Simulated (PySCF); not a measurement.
Isomers of C7H5NO, one conformer each; single-point electronic energies without zero-point terms and without any empirical dispersion term.

All values: CAM-B3LYP/def2-SVPD (PySCF, non-relativistic), each on one gas-phase PBE0-D3(BJ)/def2-SVP geometry that isn't relaxed in the solvent. The solvent is an IEF-PCM continuum (Bondi radii, 1.10 Å for H, scaled by 1.2). The model holds no explicit solvent molecules, cavitation or dispersion.

```
                           isomer  relative energy, gas (kJ/mol)  dipole (D)
     benzoxazole, `c1ccc2ocnc2c1`                            0.0        1.38
ortho-cyanophenol, `N#Cc1ccccc1O`                           24.8        3.61
```

How do the relative energies look in chloroform (ε = 4.711)?

| isomer | relative energy, solvent (kJ/mol) | E(solvent) − E(gas) (kJ/mol) | dipole in solvent (D) |
| --- | --- | --- | --- |
| benzoxazole, `c1ccc2ocnc2c1` | 0.0 | -15.8 | 1.78 |
| ortho-cyanophenol, `N#Cc1ccccc1O` | 18.4 | -22.2 | 4.44 |

The order is unchanged. Conformers: `[N:1]#[C:2][c:3]1[cH:4][cH:5][cH:6][cH:7][c:8]1[OH:9]` with C7–C8–O9–H 180°. ortho-cyanophenol, `N#Cc1ccccc1O` gains most from the continuum, and it has the largest gas-phase dipole. The gains span 6.4 kJ/mol, the gas-phase energies 24.8 kJ/mol.
